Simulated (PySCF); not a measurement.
Computed IR spectrum (relative IR intensity) of a molecule C3H2F3, multiplicity 2. Geometry optimised at B3LYP-D3(BJ)/def2-SVP. One conformer was computed; it need not be the lowest. Method: B3LYP-D3(BJ)/def2-SVP in PySCF. Frequencies are harmonic and unscaled.

Lines under 2 % of the strongest are left out, and lines within 2 cm⁻¹ are merged.

```csv
ν (cm⁻¹),relative intensity
705,29
787,12
936,10
1192,70
1353,40
1385,100
1499,7.3
1584,92
```

**Question.** Identify the compound among the candidates.
(A) F/C=C/[C](F)F
(B) C=[C]C(F)(F)F
(C) [CH]=CC(F)(F)F
(D) C=C(F)[C](F)F

**Answer.** D, C=C(F)[C](F)F
